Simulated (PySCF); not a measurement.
**Xe (xenon, neutral): UHF calculation**

Configuration: [Xe], closed-shell 1S. Computed with PySCF 2.14 in def2-QZVPPD with the def2 core potential (28 electrons), with scalar relativity through the core potential.

| Quantity | Value |
| --- | --- |
| Total energy | -328.299136 hartree |
| One-electron energy | -571.5996 hartree |
| Hartree (Coulomb) energy | 265.9502 hartree |
| Exchange energy | -22.6498 hartree |
| ⟨S²⟩ | 0.0000 |
| ⟨L²⟩ | 0.000 |
| Sum of ⟨r⟩ | 32.61 bohr |
| Sum of ⟨r²⟩ | 59.15 bohr² |

```
shell  electrons  mean orbital energy (eV)  rms radius, mean of both spins (bohr)
   4s          2                   -228.58                                  0.767
   4p          6                   -166.91                                  0.820
   4d         10                   -72.491                                  0.936
   5s          2                   -27.474                                   2.03
   5p          6                   -12.415                                   2.48
```

Energies and moments cover only the electrons outside the core potential.
